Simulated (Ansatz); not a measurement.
Z-matrix (Å, degrees):
```
C
C 1 1.519
H 1 1.091 2 111.3
H 1 1.091 2 111.4 3 118.7
H 1 1.094 2 111.6 3 -120.7
Ge 2 1.993 1 118.5 3 -59.4
H 2 1.100 1 111.3 3 62.6
H 2 1.100 1 111.4 3 178.5
O 6 1.790 2 96.0 1 0.0
C 9 1.406 6 121.7 2 -179.9
H 10 1.095 9 109.7 6 120.7
H 10 1.098 9 112.6 6 -0.0
H 10 1.095 9 109.7 6 -120.7
```

Charge 0, multiplicity 1.

(1) List the PBE/def2-TZVPP orbital energies in eV (the Gaussian-basis code of Ansatz). (Estimate.)

## Answers

(1) The calculation gave: Occupied: -10804.24, -1337.53, -1191.02, -1190.94, -1190.90, -510.32, -269.95, -268.52, -268.42, -162.09, -113.71, -113.51, -113.36, -29.56, -29.43, -29.31, -29.26, -29.16, -24.78, -18.44, -16.56, -14.95, -12.56, -10.83, -10.81, -10.51, -9.66, -9.41, -8.53, -8.11, -6.93, -6.82, -5.12. Lowest empty: -2.51, -0.17, 0.60, 1.24, 1.98, 2.07, 2.19, 2.46.
